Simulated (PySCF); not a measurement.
What binds CoH: the parts of the energy along the bond

State: triplet, unpaired electrons π ↑, δ ↑. ROHF-based CCSD(T) in PySCF 2.14 with Co cc-pVTZ, H cc-pVTZ and Co cc-pVQZ, H cc-pVQZ (frozen core orbitals: 9; no relativity). Correlation energies are extrapolated as n⁻³ (n = 3, 4), Hartree–Fock as (n+1)·exp(−9√n). All energies in eV from Co (3d7 4s2) + H.

```csv
R (Å),HF/CBS,CCSD corr.,(T),total
1.3548,0.789,-2.612,-0.2898,-2.113
1.4164,0.576,-2.552,-0.2840,-2.259
1.4780,0.436,-2.490,-0.2764,-2.331
1.5396,0.353,-2.430,-0.2679,-2.344
1.6012,0.317,-2.372,-0.2590,-2.315
1.6781,0.322,-2.306,-0.2480,-2.232
1.7551,0.371,-2.248,-0.2377,-2.114
```

A fit to the total gives Re = 1.5258 Å, De = 2.346 eV, ωe = 1828.3 cm⁻¹, Be = 7.307 cm⁻¹ (masses 58.9332 and 1.0078 u).

Q: At R = 1.5396 Å the CCSD correlation energy is -0.337701 hartree in the smaller basis and -0.360262 in the larger. Extrapolate it.

A: (4³·E4 − 3³·E3)/(4³ − 3³) = -0.37673 hartree; the larger basis holds 95.6 % of it.

The T1 diagnostic is 0.071, large enough to doubt a single reference. The state was picked by a PBE0 search and need not be the measured ground state. Spin–orbit coupling, excitations beyond (T) and corrections to the Born–Oppenheimer picture are left out.
